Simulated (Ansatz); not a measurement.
Mulliken charges of H$_{6}$N$_{2}$SiSn, SMILES `[NH2][SnH]1[NH][SiH2]1` from PBE/def2-TZVPP in Ansatz (PBE0-D4/def2-TZVP geometry).

```
atom   x (Å)   y (Å)   z (Å)  charge (e)
  N1  -0.259   2.244   0.367      -0.532
 Sn2   0.778   0.510   0.296       0.686
  N3  -0.411  -1.229   0.445      -0.490
 Si4   0.194  -1.428  -1.121       0.188
  H5  -1.096   2.249  -0.200       0.144
  H6  -0.503   2.542   1.302       0.138
  H7   1.890   0.628   1.586      -0.116
  H8  -0.982  -1.778   1.066       0.125
  H9  -0.704  -1.284  -2.304      -0.072
 H10   1.177  -2.505  -1.435      -0.071
```

**Question.** By hand: the dipole of these point charges (1 e Å = 4.8032 D).

**Answer.** Σ q r = (0.307, 0.140, -0.053) e Å, of length 0.342 e Å = 1.64 D.

**Question.** How does the dipole of the full density compare? (Best estimate.)

**Answer.** Computed: (-0.171, -0.063, 0.136) e Å, 1.09 D; the point charges give 1.50 times that, at 152° from its direction, so they point the opposite way.

Point charges leave out the atoms' own dipoles, such as those of lone pairs, and Mulliken's split depends on the basis, so the two needn't agree.
